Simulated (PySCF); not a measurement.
PySCF input for C2H4F2Si, SMILES C(=C(/[SiH3])F)/F, IEF-PCM-ωB97X/def2-SVP. The structure is a stationary point at B3LYP-D3(BJ)/def2-SVP. The structure was generated by enumeration; whether it is a known compound was not checked.

```python
import numpy as np
from pyscf import gto, scf, dft
from pyscf.solvent import pcm

mol = gto.M(
    atom='''
    F     1.03266272    1.81555133    0.00000000
    C    -0.22867669    1.37528251   -0.00000000
    C    -0.51318562    0.06863875    0.00000000
    F    -1.82706349   -0.27178346    0.00000000
    Si    0.68811542   -1.38700941   -0.00000000
    H    -0.98419726    2.16706431    0.00000000
    H     2.08284369   -0.87673282    0.00000000
    H     0.43425923   -2.21481904    1.21184101
    H     0.43425923   -2.21481905   -1.21184101
    ''',
    basis='def2-SVP',
    charge=0,
    spin=0,
    max_memory=1600,
    verbose=3,
)
mf = dft.RKS(mol, xc='wb97x').density_fit(auxbasis='def2-universal-jkfit')
mf.grids.level = 3
mf.conv_tol = 1e-9
mf.max_cycle = 100
mf.kernel()
res = {}
for name, eps in {'water': 78.355, 'acetonitrile': 35.688, 'benzene': 2.2706}.items():
    s = mf.PCM()
    s.with_solvent.method, s.with_solvent.eps, s.with_solvent.lebedev_order = 'IEF-PCM', eps, 29
    s.kernel(mf.make_rdm1())
    res[name] = (s.e_tot, eps, s.dip_moment(), s.mo_energy, s.converged)
    print(f'{name}: electrostatic solvation free energy {(s.e_tot - mf.e_tot) * 627.509474:.3f} kcal/mol')
```

It prints:

```
converged SCF energy = -567.367525987473

WARN: PCM is an experimental feature. It is still in testing.
Features and APIs may be changed in the future.

converged SCF energy = -567.37044689988
Dipole moment(X, Y, Z, Debye):  0.19008,  0.27399,  0.00000
water: electrostatic solvation free energy -1.833 kcal/mol

WARN: PCM is an experimental feature. It is still in testing.
Features and APIs may be changed in the future.

converged SCF energy = -567.37037933488
Dipole moment(X, Y, Z, Debye):  0.19023,  0.27002,  0.00000
acetonitrile: electrostatic solvation free energy -1.791 kcal/mol

WARN: PCM is an experimental feature. It is still in testing.
Features and APIs may be changed in the future.

converged SCF energy = -567.368887108098
Dipole moment(X, Y, Z, Debye):  0.18922,  0.19420,  0.00000
benzene: electrostatic solvation free energy -0.854 kcal/mol
```

The calculation finished and met its thresholds.
